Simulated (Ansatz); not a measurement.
Ansatz (a first-principles code) input (B3LYP/def2-TZVPD):

Ansatz 0.2 input:
```yaml
crystal:
  periodic: [false, false, false]
  atoms:
    - {symbol: Hg, position_ang: [-0.00000000, -0.00000000, -0.73352435]}
    - {symbol: Br, position_ang: [0.00000000, 0.00000000, 1.67662709]}
basis:
  gaussian:
    orbitals: def2-TZVPD
hamiltonian:
  xc: {name: B3LYP}
total_charge: 1
magnetization: {spin_polarized: true, initial_magnetization: 2}
```

Output:

```
Functional definition: B3LYP
integrals: 0.05 GiB planned
743 factors; integrals over basis functions are off by at most 7.6e-4 eV
mean field: 0.60 GiB planned
mean field evaluation 1: about -74203.8205 eV, gradient 4.1e1 eV
mean field evaluation 2: about -74131.4235 eV, gradient 1.1e2 eV
mean field evaluation 4: about -74214.6312 eV, gradient 9.1e0 eV
mean field evaluation 8: about -74215.1380 eV, gradient 1.1e0 eV
mean field evaluation 16: about -74215.1474 eV, gradient 2.8e-4 eV
mean field evaluation 32: about -74213.6658 eV, gradient 1.3e0 eV
mean field -74215.14737248 eV, -2727.3563611051 hartree, gradient 2.8e-5 eV, S^2 2.004080; 3 other end points of the search recorded, 0 dependent functions left out
reference -74215.14757605 eV, -2727.3563685861 hartree; 28, 26 occupied and 75, 77 virtual orbitals, 743 factors
Total energy: -74215.14757605 eV, -2727.3563685861 hartree
```

This state (charge 1, triplet) is run at the relaxed geometry of the species with charge 1 and multiplicity 1, and is a spin state other than that species' own.
